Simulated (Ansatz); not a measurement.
CH9AlSi3 (`[SiH3]C[SiH]1[AlH][SiH2]1`), relaxed with RKS PBE-D4/def2-SVP in Ansatz 0.2.0 from a rough embedded geometry. The force threshold is 0.03 eV/Å; the program also tests the step.

Total charge 0; spin multiplicity 1.

Start:

```xyz
14

Si    0.318    1.575   -1.707
C     1.001    0.749   -0.198
Si   -0.413    0.185    0.918
Al    0.261   -1.671    2.329
Si   -1.232   -1.762    0.387
H    -0.547    0.520   -2.435
H     1.399    1.961   -2.604
H    -0.506    2.671   -1.333
H     1.655   -0.133   -0.516
H     1.650    1.495    0.316
H    -1.292    1.210    1.449
H     0.989   -2.340    3.514
H    -2.676   -2.023    0.694
H    -0.609   -2.438   -0.815
```

Task: How much energy does the relaxation release, and in how many steps? (Estimate.)

Result: Computed: 16.67 kcal/mol, in 17 steps.

Task: Which bonds change most? (Estimate.)

Result: Ansatz gave: Si3–Si5 from 2.178 to 2.353 Å; Si1–H8 from 1.421 to 1.505 Å; Si3–H11 from 1.451 to 1.523 Å; Al4–H12 from 1.543 to 1.604 Å.

Task: Give the relaxed structure. (Best estimate.)

Result: Computed: 
```xyz
14

Si    0.211    1.614   -1.801
C     1.197    0.922   -0.337
Si    0.114   -0.028    0.904
Al    0.038   -1.824    2.520
Si   -1.367   -1.816    0.526
H    -0.488    0.495   -2.525
H     1.121    2.317   -2.776
H    -0.821    2.596   -1.318
H     1.978    0.232   -0.719
H     1.715    1.746    0.199
H    -0.771    0.930    1.690
H     0.539   -2.567    3.849
H    -2.814   -1.753    0.100
H    -0.652   -2.863   -0.311
```
